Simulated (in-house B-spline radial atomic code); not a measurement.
Results of a calculation; reference values are marked as such.
## Br ion on Ge atom: potential, deflection and energy transfer

The pair potential comes from two frozen, spherical free-atom densities (PBE, B-spline radial code, scalar-relativistic past argon): electrostatics plus the change in Thomas-Fermi kinetic and Dirac exchange energy where they overlap, the recipe behind the universal ZBL potential, which averages such potentials (from solid-state densities) over many pairs. It is written V = (Z1 Z2 e²/r) φ(r/a), with e² = 14.3996 eV·Å and a = 0.46850 Å/(Z1^0.23 + Z2^0.23); ZBL's fit is φ = 0.18175 e^(−3.1998x) + 0.50986 e^(−0.94229x) + 0.28022 e^(−0.4029x) + 0.02817 e^(−0.20162x). Where φ falls below 4e-4 it is continued as an exponential.

Masses 79.9 and 72.63 u.

```json
{"x = r/a": "0.1", "φ, this pair": "0.8921", "φ, ZBL": "0.8928"}
{"x = r/a": "0.5", "φ, this pair": "0.6211", "φ, ZBL": "0.6096"}
{"x = r/a": "1.5", "φ, this pair": "0.3092", "φ, ZBL": "0.2995"}
{"x = r/a": "3", "φ, this pair": "0.1333", "φ, ZBL": "0.1292"}
{"x = r/a": "5", "φ, this pair": "0.05266", "φ, ZBL": "0.05224"}
{"x = r/a": "8", "φ, this pair": "0.01611", "φ, ZBL": "0.01705"}
{"x = r/a": "12", "φ, this pair": "0.004827", "φ, ZBL": "0.00474"}
{"x = r/a": "17", "φ, this pair": "0.001193", "φ, ZBL": "0.001212"}
```

(1) At x = 0.5 the electrostatic, kinetic and exchange parts are 158080.47, 34518.19 and -845.16 eV. Find r, V and φ.

(2) The ion comes in at 32.42 keV with impact parameter 0.0522 Å. The scattering integral gives a centre-of-mass angle of 140.5° and a closest approach of 2.182 a. What are the reduced energy, the energy passed on and the laboratory angles?

## Answers

(1) a = 0.46850/(2.2654 + 2.2191) = 0.10447 Å, so r = 0.05224 Å. V = 158080.47 + 34518.19 + (-845.16) = 191753.50 eV. The bare repulsion is 35 × 32 × 14.3996/0.05224 = 308750 eV, so φ = 0.6211, +1.9 % against ZBL's 0.6096. The kinetic (Pauli) term is 18 % of V here.

(2) ε = E a M2/(Z1 Z2 e² (M1 + M2)) = 32420 × 3.0845e-06 = 0.1. The most that one collision can pass on is γE with γ = 4 M1 M2/(M1 + M2)² = 0.9977. Here T = γE sin²(θ/2) = 0.9977 × 32420 × 0.886 = 28660 eV. The ion turns by arctan(sin θ/(cos θ + M1/M2)) = 62.7°, and the struck atom leaves at (180° − θ)/2 = 19.7°. The closest approach is 0.228 Å. With ZBL the angle would be 139.86° and T = 28540 eV.
